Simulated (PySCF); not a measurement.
SiBr2, SMILES [Si](Br)Br (connectivity only; charge and spin as stated), neutral, multiplicity 1.

Geometry optimised at B3LYP-D3(BJ)/def2-TZVP. The isomer is the one that the SMILES or the coordinates give; other isomers of the formula were not compared.

Method: PBE0/def2-TZVPD run with PySCF.

Computed frontier levels, gap, dipole moment and polarisability:
```json
{
 "highest_occupied_level": "-7.62 eV",
 "lowest_empty_level": "-3.17 eV",
 "orbital_gap": "4.45 eV",
 "dipole_moment": "0.201 e·Å",
 "quadrupole, principal values (traceless, Buckingham form, about the centre of nuclear charge)": "-2.92, 0.64, 2.28 D·Å",
 "mean_static_polarisability": "76.4 bohr³ (11.32 Å³)",
 "polarisability_principal_values": "56.0, 73.6, 99.6 bohr³"
}
```
